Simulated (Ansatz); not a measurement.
The cluster Pt₂H₂, relaxed as a quintet with UKS PBE0-D4/def2-TZVP in Ansatz, starting from the PBE0-D4/def2-TZVP geometry of the neutral singlet. Force threshold 0.02 eV/Å.

In the def2 sets Pt takes a core potential; there is no spin–orbit coupling. At PBE0-D4/def2-TZVP a singlet of charge 0 lies 2.62 eV below the quintet, each at its own geometry. The structure comes from a short search, and lower isomers may exist.

Start:

```xyz
4

Pt    0.3600    0.5021    1.1296
Pt    0.0794   -1.0594   -0.7275
H     0.6908   -0.0930   -1.7108
H    -1.1302    0.6503    1.3086
```

Estimate the energy that the relaxation releases and the steps that it takes.

0.85 eV, in 11 steps; 40 s on 4 threads of Arm Neoverse V2 on a shared host. No frequencies were taken in this run, so the end may be a saddle point.

Does the start keep its bonding?

Bonds formed: Pt1–H3 (atoms count from 1).

Predict the relaxed structure.


Cartesian coordinates in Å:
```
Pt 0.3293 0.5554 0.5528
Pt -0.1695 -1.3790 -0.8815
H 0.8289 0.2027 -1.1006
H -0.9887 0.6209 1.4293
```
Bond lengths (bridged metal pairs left out): 3 × H–Pt 1.58 to 1.88 Å.
